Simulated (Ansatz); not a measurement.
This geometry of AlClF2H4O2Zr (11 atoms, charge 0, multiplicity 1) is a first-order saddle point.

These are results of RHF/def2-SVP (Ansatz), not measurements.

```xyz
11
Properties=species:S:1:pos:R:3
Zr 0.171 -0.266 -0.355
Cl 0.927 0.274 2.391
F 1.710 0.718 -0.921
O -1.421 0.755 -0.125
H -2.158 1.315 0.040
F -0.207 -1.315 -1.909
O 0.423 -1.902 0.871
Al 0.442 -3.626 1.012
H 0.981 -4.464 -0.197
H -0.062 -4.222 2.374
H 0.694 -1.054 1.877
```

**Question.** Which two structures does it join? (They come from a converged band through this point; their orientation in space is the band's.)

**Answer.** Bonds broken: Zr1–Cl2, F6–Al8, O7–H11. Bonds formed: Cl2–H11. AlClF2H4O2Zr becomes AlF2H3O2Zr + ClH.

Image 0:

```xyz
11
Properties=species:S:1:pos:R:3
Zr 0.372 -0.077 0.220
Cl 1.165 1.206 2.104
F 1.628 0.447 -1.111
O -1.368 0.589 -0.094
H -2.210 0.978 -0.255
F 0.083 -1.942 -0.832
O 0.529 -1.822 1.476
Al 0.217 -3.294 0.374
H 1.528 -4.130 0.138
H -1.199 -3.930 0.640
H 0.752 -1.810 2.397
```

Image 6:

```xyz
11
Properties=species:S:1:pos:R:3
Zr 0.164 -0.391 -0.844
Cl 1.002 -0.022 2.802
F 1.802 0.595 -0.626
O -1.368 0.570 -0.197
H -2.094 1.084 0.106
F -0.066 -0.660 -2.732
O 0.305 -2.142 -0.031
Al 0.509 -3.593 0.836
H 1.210 -4.823 0.153
H -0.045 -3.645 2.314
H 0.078 -0.759 3.276
```

**Question.** How far does it lie above each of them?

**Answer.** 2.44 eV above the first and 0.42 eV above the second. This is the barrier of this one path; another mechanism may lie lower. The orbitals stay closed-shell, which can raise the energy where a bond breaks towards radicals; this wasn't checked here.

The run took 4 min on 4 threads of Arm Neoverse V2, on a shared host, peak memory 0.42 GiB.
